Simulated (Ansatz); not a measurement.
Relaxation of CH₅FSSi₂ (10 atoms, charge 0, multiplicity 1), to a largest force component of 0.015 eV/Å in at most 40 steps.

Method: RKS PBE0-D4/def2-SVP in Ansatz.

```xyz
10
Properties=species:S:1:pos:R:3
C 0.283 -1.088 1.290
Si 0.667 -0.047 -0.160
F 2.150 -0.141 -0.651
Si -0.785 0.861 -1.479
S 0.092 1.989 0.065
H -0.800 -0.873 1.602
H 0.900 -0.817 2.144
H 0.382 -2.096 1.069
H -2.299 0.716 -1.107
H -0.506 1.446 -2.770
```

Q: Where does it end, and by what steps?

A: The forces met the threshold. After 8 steps the energy has fallen by 0.487 eV; H9 moved furthest, 0.27 Å.

| step | energy less start (eV) | largest force component (eV/Å) | accepted |
| --- | --- | --- | --- |
| 0 | 0.0000 | 2.688 | yes |
| 1 | -0.4114 | 0.911 | yes |
| 2 | -0.4735 | 0.195 | yes |
| 3 | -0.4820 | 0.080 | yes |
| 4 | -0.4850 | 0.062 | yes |
| 5 | -0.4868 | 0.045 | yes |
| 6 | -0.4873 | 0.021 | yes |
| 7 | -0.4873 | 0.018 | yes |
| 8 | -0.4873 | 0.005 | yes |

```xyz
10
Properties=species:S:1:pos:R:3
C 0.300 -1.101 1.352
Si 0.604 0.022 -0.092
F 2.123 -0.242 -0.618
Si -0.882 0.952 -1.495
S 0.082 2.082 0.119
H -0.722 -0.961 1.732
H 1.012 -0.867 2.159
H 0.437 -2.153 1.062
H -2.359 0.815 -1.351
H -0.511 1.402 -2.866
```

Whether the end is a true minimum wasn't checked by a vibrational analysis.

The run took 50 s on 2 threads of Arm Neoverse N1 (shared host), peak memory 0.24 GiB.
